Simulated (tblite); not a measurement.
Record of a relaxation.

Species: C₄H₁₃B₂N₂ (charge -1).
Numbering: `[BH2:1][NH:2][BH2-:3][N:4]1[CH2:5][CH2:6][CH2:7][CH2:8]1` (hydrogens: H9, H10 on B1; H11 on N2; H12, H13 on B3; H14, H15 on C5; H16, H17 on C6; H18, H19 on C7; H20, H21 on C8)

Computed with GFN2-xTB (tblite), gas phase: L-BFGS steps from a force-field or distance-geometry start until the largest atomic force falls under 0.01 eV/Å. 9 of its 115 geometries are shown.

Step 0: E = -645.3289 eV, largest atomic force 5.273 eV/Å
```
atom  x, y, z in Å  |  force x, y, z in eV/Å
B1      3.106    0.809   -0.056   -2.925  -1.605   2.150
N2      2.183   -0.143    0.706    4.931   1.615  -0.939
B3      1.246   -0.837   -0.278    0.087  -0.894   0.049
N4     -0.139   -0.366   -0.087    0.368  -0.653  -0.151
C5     -1.008   -1.007    0.823    0.710  -0.534   0.074
C6     -2.309   -0.233    0.795   -0.201  -0.313   1.352
C7     -2.081    0.896   -0.187   -0.902   0.750   0.403
C8     -0.631    0.796   -0.648   -1.023   0.547  -0.789
H9      2.564    1.607   -0.733    0.212   0.032  -0.055
H10     4.247    0.834    0.148    0.593   0.018   0.076
H11     2.827   -0.866    1.122   -1.059   1.020  -0.030
H12     1.709   -0.718   -1.357   -0.329   0.157  -1.213
H13     1.300   -2.004   -0.013   -0.126  -0.745   0.168
H14    -1.130   -2.075    0.520   -0.099   0.163   0.126
H15    -0.560   -1.033    1.841   -0.167  -0.050   0.010
H16    -3.121   -0.909    0.514   -0.158   0.321   0.174
H17    -2.443    0.157    1.843   -0.471  -0.258  -0.949
H18    -2.243    1.832    0.391   -0.164  -0.199  -0.835
H19    -2.756    0.804   -1.043   -0.132   0.328   0.219
H20    -0.604    0.718   -1.761    0.137   0.231   0.011
H21    -0.165    1.755   -0.386    0.719   0.069   0.148
```

Step 14: E = -646.6008 eV, largest atomic force 0.596 eV/Å
```
atom  x, y, z in Å  |  force x, y, z in eV/Å
B1      3.214    0.861    0.008   -0.588   0.047   0.085
N2      2.465   -0.223    0.385   -0.033   0.063  -0.096
B3      1.279   -0.947   -0.380   -0.125  -0.418  -0.135
N4     -0.154   -0.453   -0.144    0.143  -0.239   0.200
C5     -1.000   -1.015    0.854   -0.215  -0.029   0.181
C6     -2.330   -0.230    0.846   -0.085   0.180  -0.057
C7     -2.127    0.910   -0.158    0.095   0.069  -0.119
C8     -0.666    0.788   -0.633    0.138  -0.155  -0.061
H9      2.748    1.625   -0.769    0.161  -0.037  -0.222
H10     4.272    1.146    0.483    0.035  -0.092   0.214
H11     2.803   -0.791    1.151    0.028  -0.025  -0.085
H12     1.486   -0.873   -1.572    0.096   0.126  -0.103
H13     1.308   -2.146   -0.047    0.004   0.344   0.040
H14    -1.218   -2.081    0.627    0.223   0.092   0.104
H15    -0.571   -0.990    1.885    0.031  -0.024  -0.142
H16    -3.161   -0.861    0.518    0.063  -0.010   0.160
H17    -2.567    0.169    1.839    0.004  -0.115  -0.068
H18    -2.296    1.893    0.292   -0.096  -0.096  -0.033
H19    -2.806    0.794   -1.007    0.001   0.084   0.084
H20    -0.616    0.786   -1.735    0.063   0.104  -0.009
H21    -0.074    1.654   -0.289    0.056   0.133   0.063
```

Step 28: E = -646.8080 eV, largest atomic force 0.397 eV/Å
```
atom  x, y, z in Å  |  force x, y, z in eV/Å
B1      3.059    0.895   -0.011   -0.080  -0.135   0.365
N2      2.369   -0.264    0.209   -0.123   0.009   0.003
B3      1.238   -1.053   -0.529   -0.167   0.277  -0.218
N4     -0.194   -0.564   -0.215    0.049   0.287  -0.087
C5     -0.954   -0.981    0.921    0.303  -0.073  -0.159
C6     -2.288   -0.216    0.849    0.016  -0.028   0.096
C7     -2.067    0.901   -0.173    0.075   0.029  -0.073
C8     -0.575    0.766   -0.570   -0.051   0.194  -0.049
H9      2.947    1.582   -0.972   -0.052  -0.125   0.016
H10     3.810    1.232    0.870    0.124   0.202  -0.194
H11     2.599   -0.735    1.077   -0.126   0.068  -0.052
H12     1.352   -0.935   -1.726    0.204   0.022  -0.117
H13     1.320   -2.196   -0.181   -0.017  -0.385   0.074
H14    -1.075   -2.063    0.826   -0.187  -0.181   0.203
H15    -0.477   -0.804    1.913    0.083   0.145  -0.003
H16    -3.099   -0.879    0.557   -0.113  -0.088  -0.147
H17    -2.547    0.197    1.818   -0.059   0.086   0.283
H18    -2.292    1.887    0.248    0.082  -0.049  -0.001
H19    -2.725    0.767   -1.034    0.093  -0.055  -0.080
H20    -0.426    0.901   -1.651    0.006   0.013   0.100
H21     0.015    1.578   -0.072   -0.061  -0.212   0.040
```

Step 43: E = -646.9782 eV, largest atomic force 0.091 eV/Å
```
atom  x, y, z in Å  |  force x, y, z in eV/Å
B1      2.907    0.856    0.027    0.019  -0.001   0.010
N2      2.222   -0.304    0.240   -0.061   0.038  -0.056
B3      1.204   -1.090   -0.640    0.003   0.042   0.008
N4     -0.242   -0.622   -0.346   -0.029  -0.001   0.000
C5     -0.858   -0.935    0.911   -0.001   0.011   0.018
C6     -2.227   -0.214    0.870    0.023  -0.004  -0.018
C7     -2.020    0.898   -0.173    0.009  -0.005  -0.018
C8     -0.528    0.769   -0.539   -0.020  -0.007   0.008
H9      2.872    1.419   -1.017    0.006  -0.066   0.011
H10     3.590    1.333    0.893   -0.021   0.009   0.024
H11     2.266   -0.711    1.163    0.064  -0.007   0.060
H12     1.431   -0.896   -1.811    0.010   0.022  -0.016
H13     1.280   -2.268   -0.351    0.010  -0.083   0.001
H14    -0.960   -2.019    1.026    0.018   0.035  -0.004
H15    -0.287   -0.556    1.792   -0.010  -0.002  -0.023
H16    -3.009   -0.905    0.550    0.000   0.016   0.004
H17    -2.509    0.185    1.848    0.033  -0.008  -0.020
H18    -2.276    1.890    0.208    0.026  -0.018   0.030
H19    -2.631    0.708   -1.057   -0.012   0.001   0.003
H20    -0.309    1.053   -1.571   -0.023   0.022   0.035
H21     0.075    1.427    0.130   -0.044   0.007  -0.058
```

Step 57: E = -646.9843 eV, largest atomic force 0.085 eV/Å
```
atom  x, y, z in Å  |  force x, y, z in eV/Å
B1      2.903    0.843    0.042    0.024  -0.015   0.046
N2      2.215   -0.313    0.263   -0.003  -0.021   0.022
B3      1.209   -1.084   -0.642    0.008  -0.040  -0.001
N4     -0.241   -0.617   -0.359   -0.024  -0.019  -0.005
C5     -0.846   -0.928    0.903    0.004   0.008   0.010
C6     -2.220   -0.218    0.869    0.014  -0.019   0.025
C7     -2.028    0.898   -0.172   -0.016  -0.017   0.043
C8     -0.542    0.770   -0.558    0.011  -0.010  -0.017
H9      2.892    1.366   -1.022    0.005   0.002   0.020
H10     3.558    1.345    0.916   -0.007  -0.002  -0.010
H11     2.259   -0.721    1.189   -0.012   0.054  -0.064
H12     1.456   -0.873   -1.806   -0.011   0.015   0.011
H13     1.279   -2.274   -0.374   -0.003   0.016  -0.001
H14    -0.933   -2.012    1.029   -0.005   0.024  -0.015
H15    -0.272   -0.536    1.776   -0.005   0.005  -0.005
H16    -3.005   -0.912    0.562    0.023   0.017  -0.015
H17    -2.488    0.180    1.851   -0.007  -0.001  -0.013
H18    -2.263    1.885    0.232   -0.015   0.011  -0.009
H19    -2.660    0.726   -1.046    0.006  -0.008   0.023
H20    -0.341    1.052   -1.593   -0.008   0.005  -0.043
H21     0.060    1.442    0.093    0.020  -0.004  -0.002
```

Step 71: E = -646.9902 eV, largest atomic force 0.050 eV/Å
```
atom  x, y, z in Å  |  force x, y, z in eV/Å
B1      2.910    0.822    0.082    0.008   0.037  -0.033
N2      2.192   -0.320    0.273    0.014   0.036  -0.007
B3      1.207   -1.079   -0.661   -0.026  -0.013  -0.008
N4     -0.250   -0.621   -0.381    0.026   0.000  -0.001
C5     -0.819   -0.910    0.904    0.006  -0.006  -0.022
C6     -2.199   -0.222    0.885   -0.010   0.015  -0.010
C7     -2.030    0.901   -0.151    0.008   0.009  -0.013
C8     -0.563    0.761   -0.605   -0.006  -0.015  -0.014
H9      2.982    1.330   -0.988   -0.012  -0.011   0.017
H10     3.506    1.340    0.987    0.017  -0.026   0.024
H11     2.173   -0.705    1.208   -0.018  -0.010  -0.004
H12     1.462   -0.844   -1.818    0.007   0.008   0.013
H13     1.272   -2.272   -0.412    0.016  -0.006  -0.001
H14    -0.892   -1.992    1.048    0.010  -0.017   0.012
H15    -0.228   -0.498    1.754   -0.010   0.020   0.001
H16    -2.970   -0.925    0.564   -0.005  -0.013   0.017
H17    -2.478    0.160    1.871   -0.002   0.012   0.009
H18    -2.241    1.889    0.263    0.001  -0.008   0.010
H19    -2.698    0.736   -0.999   -0.005   0.028   0.007
H20    -0.423    1.012   -1.659    0.012  -0.012   0.006
H21     0.078    1.453   -0.011   -0.029  -0.028  -0.004
```

Step 86: E = -646.9936 eV, largest atomic force 0.014 eV/Å
```
atom  x, y, z in Å  |  force x, y, z in eV/Å
B1      2.929    0.818    0.110   -0.002  -0.010   0.005
N2      2.173   -0.303    0.281   -0.004  -0.003  -0.013
B3      1.206   -1.068   -0.671    0.002   0.008   0.009
N4     -0.261   -0.637   -0.397    0.002  -0.003   0.005
C5     -0.810   -0.903    0.901   -0.001   0.003   0.003
C6     -2.196   -0.226    0.890   -0.004   0.002   0.000
C7     -2.038    0.901   -0.143    0.003   0.002  -0.002
C8     -0.588    0.739   -0.646    0.000  -0.004   0.000
H9      3.030    1.333   -0.952   -0.002   0.002  -0.001
H10     3.530    1.299    1.034   -0.001   0.001  -0.002
H11     2.127   -0.693    1.214    0.006  -0.004   0.002
H12     1.469   -0.816   -1.822   -0.003   0.004   0.004
H13     1.295   -2.261   -0.431    0.001  -0.003  -0.007
H14    -0.870   -1.982    1.073    0.005   0.006   0.005
H15    -0.213   -0.462    1.734   -0.001   0.000  -0.003
H16    -2.962   -0.935    0.574    0.002  -0.007  -0.006
H17    -2.471    0.154    1.877   -0.004  -0.003   0.006
H18    -2.207    1.887    0.295   -0.001   0.003  -0.002
H19    -2.744    0.770   -0.965    0.005   0.004  -0.004
H20    -0.481    0.961   -1.710   -0.002  -0.003   0.002
H21     0.073    1.442   -0.091   -0.002   0.003  -0.001
```

Step 100: E = -646.9942 eV, largest atomic force 0.015 eV/Å
```
atom  x, y, z in Å  |  force x, y, z in eV/Å
B1      2.933    0.809    0.119   -0.004   0.009  -0.005
N2      2.175   -0.312    0.283    0.007  -0.004   0.010
B3      1.206   -1.063   -0.675    0.003  -0.008  -0.006
N4     -0.260   -0.639   -0.388   -0.012   0.001  -0.009
C5     -0.804   -0.889    0.915   -0.003   0.001  -0.002
C6     -2.198   -0.229    0.887   -0.003  -0.004   0.005
C7     -2.039    0.901   -0.141   -0.004  -0.003   0.007
C8     -0.594    0.732   -0.655   -0.002   0.006   0.001
H9      3.030    1.333   -0.939    0.000   0.001   0.003
H10     3.536    1.284    1.044    0.005  -0.003   0.003
H11     2.133   -0.711    1.211    0.000  -0.002  -0.007
H12     1.460   -0.789   -1.823    0.003  -0.008  -0.001
H13     1.298   -2.260   -0.458   -0.001  -0.006   0.008
H14    -0.852   -1.966    1.106    0.010   0.002   0.003
H15    -0.214   -0.425    1.739   -0.001   0.001  -0.001
H16    -2.949   -0.949    0.556    0.003  -0.004  -0.006
H17    -2.494    0.141    1.872   -0.003   0.003   0.001
H18    -2.197    1.886    0.304    0.001   0.000  -0.003
H19    -2.752    0.783   -0.959   -0.002   0.001   0.004
H20    -0.499    0.935   -1.724    0.004   0.007  -0.002
H21     0.072    1.444   -0.119    0.000   0.008  -0.002
```

Step 114: E = -646.9950 eV, largest atomic force 0.008 eV/Å
```
atom  x, y, z in Å  |  force x, y, z in eV/Å
B1      2.934    0.802    0.127   -0.002   0.001   0.004
N2      2.182   -0.324    0.282    0.004  -0.001  -0.007
B3      1.204   -1.065   -0.676   -0.007   0.001   0.002
N4     -0.259   -0.632   -0.386   -0.001  -0.002   0.001
C5     -0.795   -0.869    0.923   -0.001  -0.002   0.001
C6     -2.200   -0.237    0.881   -0.002  -0.001  -0.004
C7     -2.044    0.903   -0.138    0.000   0.004  -0.001
C8     -0.601    0.735   -0.664    0.000  -0.001   0.000
H9      3.013    1.347   -0.922    0.002   0.000   0.004
H10     3.553    1.258    1.051   -0.003   0.002  -0.005
H11     2.155   -0.740    1.204    0.001  -0.001   0.000
H12     1.458   -0.795   -1.824    0.001  -0.001   0.004
H13     1.287   -2.264   -0.458   -0.001   0.002   0.001
H14    -0.819   -1.942    1.135   -0.002  -0.004   0.002
H15    -0.213   -0.376    1.737    0.001   0.003  -0.003
H16    -2.928   -0.970    0.528   -0.001  -0.005  -0.002
H17    -2.523    0.119    1.862    0.007   0.001  -0.002
H18    -2.194    1.884    0.319    0.002   0.004   0.005
H19    -2.765    0.797   -0.951    0.000  -0.002   0.000
H20    -0.517    0.929   -1.736    0.003  -0.001   0.003
H21     0.065    1.456   -0.141    0.000  -0.001  -0.003
```

Task: Summarise the path.

Result: The energy falls by 38.42 kcal/mol from step 0 to step 114; nine tenths of that is first reached at step 29. It falls at every step. The largest force goes from 5.273 to 0.008 eV/Å. Among the bonds B1–N2 changes most, from 1.529 to 1.363 Å; the atoms move by 0.486 Å rms after alignment.

What follows is the cost of the whole relaxation. Time: 1.3 s wall. Hardware: an Arm Neoverse N1 with one thread, no GPU, shared host with 64 logical CPUs at a one-minute load of 60.
